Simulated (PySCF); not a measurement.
C8H7F.
Structure used (PBE0-D3(BJ)/def2-TZVP), in Å, numbered top down from 1:
```
atom  x, y, z in Å
C1     2.7431    0.7064   -0.3592
C2     1.8530   -0.2793   -0.4248
C3     0.4215   -0.1910   -0.1343
C4    -0.3328   -1.3639   -0.0873
C5    -1.6888   -1.3296    0.1969
C6    -2.3271   -0.1233    0.4334
C7    -1.5698    1.0333    0.3757
F8    -2.1751    2.2084    0.5935
C9    -0.2220    1.0261    0.0990
H10    2.4746    1.7139   -0.0624
H11    3.7858    0.5308   -0.5938
H12    2.1973   -1.2701   -0.7105
H13    0.1567   -2.3138   -0.2719
H14   -2.2572   -2.2516    0.2328
H15   -3.3854   -0.0643    0.6536
H16    0.3092    1.9684    0.0583
```

Computed with PySCF at wB97X-D/pcSseg-2, non-relativistic, on one gas-phase PBE0-D3(BJ)/def2-TZVP geometry that isn't relaxed in the solvent. The solvent is an IEF-PCM continuum (van der Waals radii × 1.2). The model holds no explicit solvent molecules, cavitation or dispersion.

Gas phase at wB97X-D/pcSseg-2: HOMO -8.52 eV, LUMO 0.33 eV, dipole 1.52 D.

Problem. What does the continuum do to the energy, the frontier levels and the dipole at wB97X-D/pcSseg-2 in chloroform?

Solution. 
```
   solvent      ε  E(solvent) − E(gas) (kcal/mol)  polarisation term (kcal/mol)  distortion of the solute (kcal/mol)  HOMO (eV)  LUMO (eV)  dipole (D)
chloroform  4.711                           -2.72                         -2.97                                 0.25      -8.47       0.40        1.81
```

Polarisation term: ½ Σ q·V over the induced surface charges. Distortion: the rise of the solute's own energy as its density leaves the gas-phase optimum.

Problem. Which radius a makes the point-dipole formula ΔE = −[(ε − 1)/(2ε + 1)]·μ²/a³ give the value in chloroform, with the gas-phase dipole?

Solution. μ = 0.596 au and |ΔE| = 0.00434 Eh give a = 1.63 Å; the farthest nucleus lies 3.87 Å from the centroid of the nuclei, so such a sphere wouldn't even hold the nuclei. The formula assumes a rigid point dipole at the centre of a sphere.

Problem. Give the dipole vector in the frame of the coordinates (D, pointing from negative to positive charge), gas and chloroform.

Solution. Gas (0.67, -1.34, -0.24), solvent (0.79, -1.60, -0.28). Its length changes by +19 % and its direction by less than 1°.

On Intel Xeon Platinum 8488C, 2 threads, on a shared host, this took 70 s wall, 2.6 min CPU and 2.9 GiB of memory at its peak. This is the whole shielding run at wB97X-D/pcSseg-2 in chloroform, SCF included.

Note: wB97X-D ran without an empirical dispersion term, which enters the total energy and its gradient alone.
